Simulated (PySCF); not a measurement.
Correlation energy of Br (bromine, neutral)

[Ar] 3d10 4s2 4p5, 2P determinant. All numbers are calculated (PySCF 2.14, the non-relativistic Hamiltonian (point nucleus), in def2-SVP (5s4p3d, 32 functions)). Frozen: [Ar] 3d10; 7 electrons correlated.

MP2 pair energies summed by pair of shells (mhartree):

| pair | energy | share (%) |
| --- | --- | --- |
| 4p-4p | -64.82 | 66.5 |
| 4s-4p | -26.72 | 27.4 |
| 4s-4s | -5.97 | 6.1 |

Total MP2 correlation energy: -97.51 mhartree.

Same-spin part -24.43 and opposite-spin part -73.08 mhartree; SCS-MP2 scales them by 1/3 and 6/5 to -95.84 mhartree.

```
  level  correlation energy (mhartree)
   CCSD                        -112.29
    (T)                          -1.33
CCSD(T)                        -113.62
```

Diagnostics: T1 = 0.0051, D1 = 0.0184, largest double amplitude 0.052.

Cost of the coupled-cluster step: 0.24 s of wall time on 1 thread of Neoverse-N1 (shared host), for 7 correlated electrons.
